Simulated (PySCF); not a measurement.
The dipole of `C[Si@@H](P)C#CCC#N` from its density and from atomic charges.

Coordinates (GFN2-xTB, Å) and charges (e) from the PBE0/pcSseg-1 density (PySCF):

| atom | x | y | z | Mulliken | IAO | Hirshfeld | ESP-fitted |
| --- | --- | --- | --- | --- | --- | --- | --- |
| C1 | -1.977 | 1.624 | 0.618 | -0.6139 | -0.7108 | -0.2082 | -0.4555 |
| Si2 | -1.363 | -0.175 | 0.553 | +0.6087 | +0.7625 | +0.3363 | +0.6203 |
| P3 | -2.539 | -1.258 | -1.036 | -0.2127 | -0.1030 | -0.0189 | -0.3670 |
| C4 | 0.404 | -0.214 | -0.005 | -0.3596 | -0.3334 | -0.1611 | -0.4377 |
| C5 | 1.534 | -0.251 | -0.421 | -0.0188 | -0.0148 | -0.0279 | +0.2428 |
| C6 | 2.910 | -0.280 | -0.890 | -0.1505 | -0.3074 | -0.0164 | -0.5448 |
| C7 | 3.816 | -0.075 | 0.217 | +0.0597 | +0.1509 | +0.0916 | +0.4874 |
| N8 | 4.529 | 0.088 | 1.095 | -0.2343 | -0.2296 | -0.2162 | -0.4780 |
| H9 | -1.352 | 2.227 | 1.269 | +0.1516 | +0.1656 | +0.0484 | +0.1239 |
| H10 | -2.996 | 1.676 | 0.992 | +0.1441 | +0.1594 | +0.0455 | +0.1210 |
| H11 | -1.965 | 2.076 | -0.370 | +0.1530 | +0.1635 | +0.0454 | +0.1270 |
| H12 | -1.420 | -0.810 | 1.881 | -0.0470 | -0.1148 | -0.0741 | -0.1344 |
| H13 | -2.101 | -2.518 | -0.667 | +0.0633 | +0.0019 | -0.0075 | +0.1144 |
| H14 | -3.683 | -1.367 | -0.264 | +0.0527 | -0.0045 | -0.0098 | +0.1087 |
| H15 | 3.068 | 0.513 | -1.629 | +0.2019 | +0.2074 | +0.0864 | +0.2337 |
| H16 | 3.129 | -1.248 | -1.354 | +0.2017 | +0.2071 | +0.0864 | +0.2381 |

Q: Form Σ q r in debye for every column and set it beside the full dipole.

A: The full density gives (-2.23, -0.21, -1.98) D, 2.99 D in size; dipole vectors point from the negative to the positive end.

| scheme | μx | μy | μz | size (D) | share of the full size (%) | angle to the full dipole (°) |
| --- | --- | --- | --- | --- | --- | --- |
| Mulliken | -2.25 | -0.87 | -1.87 | 3.05 | 102 | 13 |
| IAO | -2.17 | -0.53 | -1.80 | 2.86 | 96 | 7 |
| Hirshfeld | -1.84 | -0.22 | -1.98 | 2.71 | 91 | 6 |
| ESP-fitted | -2.28 | -0.20 | -2.02 | 3.05 | 102 | 0 |

Q: Which set comes closest?

A: Length of the difference vector: ESP-fitted 0.07 D, IAO 0.37 D, Hirshfeld 0.40 D, Mulliken 0.67 D. Closest: ESP-fitted. The schemes that divide the density aren't constrained to reproduce the dipole.

Q: What is left for the Hirshfeld atoms' own dipoles?

A: The Hirshfeld atoms' densities add up to the full density, so μ = Σ q r + Σ (atomic dipoles). The atomic dipoles sum to (-2.23, -0.21, -1.98) − (-1.84, -0.22, -1.98) = (-0.39, 0.01, 0.00) D, 0.40 D in size.

Q: With the origin at the mean of the coordinates, (0.000, 0.001, -0.001) Å, which are the largest single terms, by size, of the Mulliken dipole along the direction of the full one?

A: N8 +4.63, C1 -2.81, P3 -2.73, Si2 +1.94, H16 -1.31 D; all 16 atoms together +2.98 D. The single terms depend on the origin, their sum doesn't.

Q: Give the size of the full dipole in other units.

A: 2.99 D = 1.176 au = 0.622 e·Å = 9.97 × 10⁻³⁰ C·m.

The structure is a single GFN2-xTB conformer in the gas phase; no vibrational or solvent corrections.

Conformer computed: `[CH3:1][Si@@H:2]([PH2:3])[C:4]#[C:5][CH2:6][C:7]#[N:8]`: H–P3–Si2–C1 -168°, H–P3–Si2–C1 -76°.
